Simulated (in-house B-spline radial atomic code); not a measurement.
**Ionising Ar⁸⁺ with different functionals**

Computed with an all-electron radial atomic-structure program (B-spline basis): scalar-relativistic (spin-free X2C) Hamiltonian, Fermi nucleus of rms radius 3.4274 fm, spin-polarised at highest spin, spherical fractional occupations for the functionals, and exact exchange of hybrids averaged over the configuration. The ionisation energy is the difference of two self-consistent energies, [He] 2s2 2p6 → [He] 2s2 2p5, without Breit or QED terms; ε is the level of the shell that loses the electron (its least bound occupied spin orbital).

```json
{"method": "PBE0", "rung": "global hybrid", "ΔSCF (eV)": "423.28", "-ε(2p) (eV)": "403.04"}
{"method": "B3LYP", "rung": "global hybrid", "ΔSCF (eV)": "?", "-ε(2p) (eV)": "?"}
{"method": "TPSSh", "rung": "global hybrid", "ΔSCF (eV)": "423.82", "-ε(2p) (eV)": "399.02"}
{"method": "BHandHLYP", "rung": "global hybrid", "ΔSCF (eV)": "423.31", "-ε(2p) (eV)": "410.85"}
{"method": "r2SCAN0", "rung": "global hybrid", "ΔSCF (eV)": "425.07", "-ε(2p) (eV)": "405.29"}
{"method": "B97-1", "rung": "global hybrid", "ΔSCF (eV)": "?", "-ε(2p) (eV)": "?"}
{"method": "HSE06", "rung": "range-separated hybrid", "ΔSCF (eV)": "423.22", "-ε(2p) (eV)": "402.53"}
{"method": "wB97X", "rung": "range-separated hybrid", "ΔSCF (eV)": "423.20", "-ε(2p) (eV)": "403.88"}
{"method": "CAM-B3LYP", "rung": "range-separated hybrid", "ΔSCF (eV)": "423.47", "-ε(2p) (eV)": "403.66"}
{"method": "LC-wPBE", "rung": "range-separated hybrid", "ΔSCF (eV)": "423.24", "-ε(2p) (eV)": "401.24"}
```

Q: What does B97-1 give?

A: ΔSCF 423.43 eV, and -ε(2p) = 401.93 eV.

Q: What does B3LYP give?

A: ΔSCF 423.57 eV, and -ε(2p) = 401.76 eV.

Q: Among the functionals, which spreads more, the ΔSCF values or the orbital energies?

A: The orbital energies: ΔSCF values span about 1.87 eV and the orbital energies 11.82 eV; here energy differences depend much less on the functional than eigenvalues do.

Q: How do they compare with the NIST value?

A: NIST lists 422.60 eV ± 0.06 (semi-empirical, ground level to ground level). Errors run from +0.60 to +2.47 eV; wB97X is closest (+0.60 eV), though others lie within the uncertainty of it, and part of that can be cancellation, since the calculations leave out spin-orbit coupling, Breit-QED terms, multiplet and fine-structure energies.
